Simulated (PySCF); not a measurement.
C₇H₈F₂.
Bonds: F1–C2, C2–C3, C3–C4 (double), C4–C5, C5–F6, C5–C7 (double), C7–C8, C8–C9, C3–C9. Hydrogens: H10, H11 on C2; H12 on C4; H13 on C7; H14, H15 on C8; H16, H17 on C9.

Computed, not measured: PySCF, BHandHLYP/6-31G* geometry optimisation, gas phase.

Problem. Give the optimised bond lengths and angles.

Solution. 
```tsv
bond	length (Å)
F1–C2	1.371
C2–C3	1.490
C3=C4	1.330
C4–C5	1.454
C5–F6	1.339
C5=C7	1.324
C7–C8	1.504
C8–C9	1.529
C3–C9	1.508
C2–H10, C2–H11	1.090
C4–H12	1.076
C7–H13	1.077
C8–H14, C8–H15	1.090
C9–H16, C9–H17	1.091
```

Bonds in one row agree within 0.01 Å and their mean is given. A selection of angles:
```tsv
angle	degrees
F1–C2–C3	111.7
F1–C2–H10	108.3
C3–C2–H10	110.3
C3–C2–H11	110.7
H10–C2–H11	107.6
C2–C3–C4	122.7
C2–C3–C9	117.2
C4–C3–C9	120.0
C3–C4–C5	119.4
C3–C4–H12	121.9
C5–C4–H12	118.6
C4–C5–F6	114.9
C4–C5–C7	123.5
F6–C5–C7	121.5
C5–C7–C8	118.5
C5–C7–H13	120.6
C8–C7–H13	120.8
C7–C8–C9	111.7
C7–C8–H14	110.6
C7–C8–H15	109.1
C9–C8–H14	109.5
H14–C8–H15	106.3
C8–C9–H16	109.6
C3–C9–C8	112.1
C3–C9–H16	107.9
C3–C9–H17	110.9
H16–C9–H17	106.3
```

Torsions: F1–C2–C3–C4 -2° (synperiplanar); C2–C3–C4–C5 179° (antiperiplanar); C3–C4–C5–F6 -168° (antiperiplanar); C4–C5–C7–C8 2° (synperiplanar); C5–C7–C8–C9 -31° (synclinal); C7–C8–C9–C3 44° (synclinal); C2–C3–C9–C8 153° (antiperiplanar). The mirror-image conformer, all signs reversed, is as good.

Of the pairs four or more bonds apart, F1···H12 is among the closest relative to their van der Waals radii: 2.40 Å, 90 % of the sum of Bondi's values. The 7 C–C bonds span 1.324 Å (C5=C7, drawn double) to 1.529 Å (C8–C9, drawn single), a spread of 0.205 Å. The C–F distances run from 1.339 Å (C5–F6, drawn single) to 1.371 Å (F1–C2, drawn single), a spread of 0.032 Å. The 6-membered ring C3–C4–C5–C7–C8–C9 has internal angles of 111.7° to 123.5° (sum 705°, against 720° for a flat polygon); it is puckered, 0.16 Å rms from its mean plane, widest ring torsion 44°.

Point group: C1 (no symmetry element, even within 0.4 Å). No frequency check. The numbers are those of one conformer.
